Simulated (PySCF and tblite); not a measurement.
The numbers below are computed, except where a source is named.
2 diastereomers of C6H9FO, numbered alike:

| isomer | SMILES | descriptors (one enantiomer) |
| --- | --- | --- |
| A | [CH:1]#[C:2][C@@H:3]([F:4])[C@H:5]([CH3:6])[O:7][CH3:8] | 3R, 5S |
| B | [CH:1]#[C:2][C@H:3]([F:4])[C@H:5]([CH3:6])[O:7][CH3:8] | 3S, 5S |

Each isomer is a Boltzmann average at 298.15 K over at most 4 conformers: PBE0-D3(BJ)/def2-SVP geometries, energies B3LYP/def2-TZVP (IEF-PCM, chloroform) (D3(BJ) added where defined), GIAO shieldings WP04/pcSseg-1 (IEF-PCM, chloroform), GFN2-xTB thermal terms. Programs: PySCF with density fitting and tblite.

Q: What shifts does each isomer give (ppm)?

A: 
A: ¹H (against TMS): 4.74 (H3, 1H), 3.36 (H8, 3H), 3.33 (H5, 1H), 2.68 (H1, 1H), 1.23 (H6, 3H). ¹³C (against TMS): 90.5 (C3), 82.1 (C5), 78.4 (C1), 76.6 (C2), 60.5 (C8), 19.6 (C6). ¹⁹F (against CFCl3): -195.6 (F4).

B: ¹H (against TMS): 5.02 (H3, 1H), 3.33 (H8, 3H), 3.30 (H5, 1H), 2.71 (H1, 1H), 1.25 (H6, 3H). ¹³C (against TMS): 90.3 (C3), 82.6 (C5), 79.6 (C1), 75.7 (C2), 60.4 (C8), 18.0 (C6). ¹⁹F (against CFCl3): -202.1 (F4).

Unscaled ¹⁹F shifts at such levels can be off by tens of ppm; differences between conformers or isomers are more reliable. Shifts are unscaled: against experiment ¹³C can be off by 15 ppm or more and ¹H by 0.8 ppm. Thermal terms of a conformer that GFN2-xTB lacks, or places elsewhere, come from the nearest GFN2-xTB minimum; such a conformer stays in the set even outside the window. The cap on conformers cut off some of the population, so the set may be incomplete.
